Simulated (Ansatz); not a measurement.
Breaking the Ge6–H7 bond in CH6BeGe (SMILES [CH3][Be][GeH3]) (multiplicity 1 held, fragments rigid). Energies count from the point at 1.546 Å.
Geometry at that point (charge 0, multiplicity 1):
```xyz
9

Be    -0.1838     1.0492    -0.7546
C     -0.4193     2.3926    -1.7208
H     -1.2268     3.0309    -1.3459
H     -0.6826     2.1178    -2.7481
H      0.4784     3.0178    -1.7796
Ge     0.1264    -0.7213     0.5188
H      0.9812    -1.8178    -0.1578
H      0.8479    -0.3987     1.8478
H     -1.1919    -1.4196     0.9253
```

Signs of static correlation in cc-pVDZ, with CASSCF(2,2), from Ansatz (a first-principles code) runs.

```csv
R (Å),T1 of restricted CCSD,⟨S²⟩ of UHF,largest double amplitude of restricted CCSD,weight of the CASSCF reference in MRCISD,CASSCF natural occupations
1.237,0.010,0.000,0.031,0.886,1.99 0.01
1.392,0.010,0.000,0.030,0.886,1.98 0.02
1.546,0.011,0.000,0.030,0.886,1.98 0.02
1.701,0.011,0.000,0.033,0.886,1.97 0.03
1.855,0.012,0.000,0.042,0.886,1.95 0.05
2.087,0.014,0.000,0.082,0.886,1.92 0.08
2.319,0.018,0.364,0.145,0.886,1.87 0.13
2.706,___,0.774,___,0.886,1.74 0.26
3.092,0.042,0.924,0.430,0.886,1.57 0.43
3.556,0.060,0.987,0.617,0.886,1.35 0.65
4.175,0.075,1.010,0.813,0.886,1.17 0.83
4.948,0.082,1.015,0.941,0.886,1.06 0.94
```

What belongs in the gaps?


- 2.706, T1 of restricted CCSD: 0.028
- 2.706, largest double amplitude of restricted CCSD: 0.277

Doubts at one or more of the structures used: a restricted determinant that unrestricted orbitals would lower (R-CCSD(T)/cc-pVDZ); other coupled-cluster roots lie near (R-CCSD(T)/cc-pVDZ); T1 above 0.05 (R-CCSD(T)/cc-pVDZ, U-CCSD(T)/cc-pVDZ); a spin-contaminated determinant (U-CCSD(T)/cc-pVDZ).
